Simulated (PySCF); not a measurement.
# Selenium: a sound run and one with changed settings

Sound run: Se⁺ [Ar] 3d10 4s2 4p3, Se²⁺ [Ar] 3d10 4s2 4p2. Calculation: PySCF 2.14, in aug-cc-pVDZ-PP with ECP10MDF (5s4p3d, 32 functions); scalar relativity through the core potential. In the sound run the correlated levels freeze 3s2 3p6 3d10 outside the core potential. The sound run starts from symmetry-adapted Hartree-Fock orbitals and uses a fine grid where one is needed.

Changed run: initial guess 1e, at most 50 SCF cycles.

```
species   method  sound run (hartree)  changed run (hartree)  converged
    Se⁺      UHF           -371.53325             -371.53325        yes
    Se⁺     TPSS           -372.67593             -372.67593        yes
    Se⁺  CCSD(T)           -371.60648             -371.60648        yes
   Se²⁺     PBE0           -371.94206             -371.94206        yes
   Se²⁺      MP2           -370.81171             -370.81171        yes
```

Here the plain start reaches the same solutions.
